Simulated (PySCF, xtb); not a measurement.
C₂H₇BFNO, SMILES CCNB(O)F.

The structure is a stationary point at PBE-D3(BJ)/def2-SVP. The structure was generated by enumeration, and PubChem lists no compound with its InChIKey, so it may never have been made. The values are those of a single conformer.

These are C-PCM-M06-2X/def2-SVP run with PySCF values and carry that method's errors.

The values are the electrostatic part of the solvation free energy, E(continuum) − E(gas) at the gas-phase geometry, in a cavity of scaled van der Waals radii (PySCF's table); cavitation and dispersion terms are not included. In vacuum the orbital gap is 10.84 eV. The dipole moment in vacuum is 0.65 D.

Problem. Estimate the values in water (ε = 78.36), tetrahydrofuran (ε = 7.43), acetonitrile (ε = 35.69). (The exact figures need the calculation; the answer reports its results.)

Solution. 
| solvent | ε | ΔG(elec) (kcal/mol) | dipole (D) | gap (eV) |
|---|---|---|---|---|
| water | 78.36 | -5.4 | 0.84 | 10.95 |
| tetrahydrofuran | 7.43 | -4.7 | 0.81 | 10.94 |
| acetonitrile | 35.69 | -5.3 | 0.83 | 10.95 |

For comparison, GFN2-xTB/ALPB(water) (xtb, at the GFN2-xTB geometry, all terms of that model) gives -7.1 kcal/mol.
